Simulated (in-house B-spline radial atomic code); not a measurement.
Ionisation energies with and without relativity, with size and susceptibility from the Dirac run. Dirac energy differences include first-order Breit, QED and recoil terms. NIST's values go from ground level to ground level; the uncertainty of those that are theory runs from under 0.1 % in few-electron ions to several per cent in heavy many-electron ones. Computed with a radial B-spline atomic code at the basis-set limit: non-relativistic Hartree-Fock and Dirac-Hartree-Fock, averages of the configuration (point nuclei without relativity, finite nuclei with it).

| ion | configuration | configuration after | ionisation non-relativistic (eV) | ionisation Dirac Breit and QED (eV) | tabulated value (eV) | tabulated kind | radius at density 0.001 (bohr) | diamagnetic susceptibility (10⁻⁶ cm³/mol) |
| --- | --- | --- | --- | --- | --- | --- | --- | --- |
| K2+ | [Ne] 3s2 3p5 | [Ne] 3s2 3p4 | 45.59 | 45.58 | 45.8031 | semi-empirical | 3.079 | -12.352 |
| Ca2+ | [Ne] 3s2 3p6 | [Ne] 3s2 3p5 | 49.91 | 49.91 | 50.91316 | measured | 2.976 | -12.174 |
| Sc2+ | [Ar] 3d1 | [Ne] 3s2 3p6 | 23.88 | 23.74 | 24.75684 | measured | 3.081 | -12.843 |
| Ti2+ | [Ar] 3d2 | [Ar] 3d1 | 25.67 | 25.52 | 27.49171 | measured | 3.107 | -13.074 |
| V2+ | [Ar] 3d3 | [Ar] 3d2 | 27.34 | 27.18 | 29.3111 | measured | 3.092 | -13.089 |
| Cr2+ | [Ar] 3d4 | [Ar] 3d3 | 28.94 | 28.75 | 30.959 | measured | 3.058 | -12.988 |
| Mn2+ | [Ar] 3d5 | [Ar] 3d4 | 30.47 | 30.26 | 33.668 | measured | 3.015 | -12.82 |
| Fe2+ | [Ar] 3d6 | [Ar] 3d5 | 31.95 | 31.72 | 30.651 | measured | 2.969 | -12.614 |
| Co2+ | [Ar] 3d7 | [Ar] 3d6 | 33.38 | 33.13 | 33.5 | semi-empirical | 2.922 | -12.388 |
| Ni2+ | [Ar] 3d8 | [Ar] 3d7 | 34.78 | 34.50 | 35.187 | measured | 2.875 | -12.151 |
| Cu2+ | [Ar] 3d9 | [Ar] 3d8 | 36.14 | 35.84 | 36.841 | measured | 2.829 | -11.91 |
| Zn2+ | [Ar] 3d10 | [Ar] 3d9 | 37.48 | 37.15 | 39.7233 | measured | 2.785 | -11.669 |
| Ga2+ | [Ar] 3d10 4s1 | [Ar] 3d10 | 29.18 | 29.61 | 30.72576 | measured | 3.335 | -14.005 |
| Ge2+ | [Ar] 3d10 4s2 | [Ar] 3d10 4s1 | 31.73 | 32.19 | 34.0576 | measured | 3.468 | -15.697 |
| As2+ | [Ar] 3d10 4s2 4p1 | [Ar] 3d10 4s2 | 27.33 | 27.36 | 28.349 | measured | 3.601 | -17.819 |
| Se2+ | [Ar] 3d10 4s2 4p2 | [Ar] 3d10 4s2 4p1 | 30.16 | 30.20 | 31.697 | measured | 3.604 | -19.161 |
| Br2+ | [Ar] 3d10 4s2 4p3 | [Ar] 3d10 4s2 4p2 | 33.05 | 33.10 | 34.871 | measured | 3.556 | -19.997 |
| Kr2+ | [Ar] 3d10 4s2 4p4 | [Ar] 3d10 4s2 4p3 | 36.01 | 36.07 | 35.838 | measured | 3.488 | -20.493 |
